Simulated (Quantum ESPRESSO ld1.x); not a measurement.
All-electron atom: Sc II in [Ne] 3s2 3p5 3d1 4s1 5s1 (not the ground configuration).

All-electron calculation, scalar-relativistic Kohn-Sham, LDA (Slater exchange, Gunnarsson-Lundqvist correlation), spin-unpolarised, spherical densities, point nucleus. Program: ld1.x of Quantum ESPRESSO 7.5.

Energy parts (hartree):
part                      energy
total                  -760.8891
kinetic                 765.9982
electron-nucleus      -1795.8501
Hartree                 305.7665
exchange-correlation    -36.8038

Orbitals (lengths in bohr, moments of r in powers of bohr; r(max) is where P^2 peaks; r(90%) holds 90 % of the orbital's charge):
orbital,occ.,eigenvalue (hartree),r(max),<r>,r(90%)
1s,2,-161.984,0.04791,0.07319,0.131
2s,2,-18.1624,0.2841,0.3443,0.536
2p,6,-15.0476,0.2321,0.3078,0.507
3s,2,-2.69496,0.9187,1.057,1.58
3p,5,-1.90333,0.9527,1.131,1.73
3d,1,-0.73002,1.004,1.397,2.33
4s,1,-0.53237,2.613,2.947,4.31
5s,1,-0.18622,6.355,6.633,9.32

The highest occupied level is 5s at -5.067 eV. The density falls to 0.001 e/bohr^3 at r = 4.06 bohr.
